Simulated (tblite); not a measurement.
Species: C3H8OSi.
Numbering: `[CH3:1][O:2][C@@H:3]1[CH2:4][SiH2:5]1` (hydrogens: H6, H7, H8 on C1; H9 on C3; H10, H11 on C4; H12, H13 on Si5)

Computed with GFN2-xTB (tblite), gas phase: L-BFGS steps from a force-field or distance-geometry start until the largest atomic force falls under 0.01 eV/Å.

Step 0: E = -441.1798 eV
```
atom  x, y, z in Å  |  force x, y, z in eV/Å
C1      1.7703   -1.0415    0.5748   -0.849   0.548   0.017
O2      0.6221   -0.2916    0.9942    0.826   0.204  -0.551
C3      0.0326    0.4800   -0.0489   -0.274  -0.867  -0.013
C4     -1.1134    1.3478    0.3740   -0.376   0.928   1.336
Si5    -1.7160   -0.0488   -0.6294   -0.135  -2.147  -1.348
H6      2.1312   -1.6189    1.4208   -0.141   0.083   0.139
H7      1.4857   -1.7240   -0.2321    0.094   0.022  -0.077
H8      2.5562   -0.3555    0.2404   -0.006  -0.097  -0.081
H9      0.6504    0.8514   -0.8586    0.543   0.145   0.547
H10    -1.3986    1.3158    1.4332    0.432   0.154  -0.415
H11    -1.1987    2.3267   -0.0546    0.238   0.377   0.072
H12    -1.7677    0.1063   -2.1099   -0.262  -0.026   0.657
H13    -2.0584   -1.3473   -0.0001   -0.091   0.678  -0.284
```

Step 1: E = -441.3056 eV
```
atom  x, y, z in Å  |  force x, y, z in eV/Å
C1      1.7581   -1.0337    0.5750   -0.203   0.159  -0.038
O2      0.6339   -0.2886    0.9863    0.320   0.345  -0.178
C3      0.0287    0.4676   -0.0490   -0.660  -0.396  -0.131
C4     -1.1188    1.3611    0.3931   -0.134  -0.406  -0.329
Si5    -1.7179   -0.0794   -0.6487    0.578  -0.606  -0.319
H6      2.1292   -1.6177    1.4227   -0.237   0.201  -0.013
H7      1.4871   -1.7237   -0.2332    0.064   0.035  -0.064
H8      2.5561   -0.3569    0.2392   -0.023  -0.117  -0.087
H9      0.6581    0.8535   -0.8508    0.389   0.102   0.594
H10    -1.3924    1.3180    1.4273    0.196   0.140   0.314
H11    -1.1953    2.3321   -0.0536    0.208   0.334   0.089
H12    -1.7715    0.1060   -2.1005   -0.282  -0.019   0.267
H13    -2.0597   -1.3377   -0.0042   -0.216   0.229  -0.105
```

Problem. Estimate the geometry and energy of step 2. (The exact step hangs on the optimiser's Hessian estimate; all steps are aligned on step 1, rigid shifts and turns removed.)

Solution. E = -441.3604 eV, largest force 0.640 eV/Å
```
atom  x, y, z in Å  |  force x, y, z in eV/Å
C1      1.7508   -1.0284    0.5744    0.144  -0.041  -0.136
O2      0.6433   -0.2814    0.9807   -0.082   0.410   0.081
C3      0.0153    0.4566   -0.0515   -0.118  -0.211  -0.256
C4     -1.1229    1.3574    0.3925   -0.269  -0.324  -0.469
Si5    -1.7077   -0.0996   -0.6602    0.559  -0.120  -0.028
H6      2.1242   -1.6136    1.4231   -0.261   0.222  -0.041
H7      1.4886   -1.7230   -0.2347    0.025   0.042  -0.050
H8      2.5556   -0.3595    0.2373    0.007  -0.101  -0.105
H9      0.6676    0.8560   -0.8375    0.204   0.054   0.604
H10    -1.3869    1.3212    1.4314    0.170   0.103   0.228
H11    -1.1905    2.3398   -0.0516    0.206   0.038   0.169
H12    -1.7778    0.1055   -2.0928   -0.288   0.000  -0.029
H13    -2.0641   -1.3306   -0.0073   -0.299  -0.071   0.032
```

The energy changes by -0.0548 eV. The first-order estimate −F·Δx gives -0.0743 eV and the mean of the old and new forces, exact on a quadratic surface, -0.0547 eV. The step makes an angle of 18° with the force vector and moves no atom by more than 0.025 Å.

What follows is the cost of the whole relaxation. Hardware: one thread of an Arm Neoverse V2, shared host with 96 logical CPUs at a one-minute load of 47. Cost: 0.25 s of wall time.
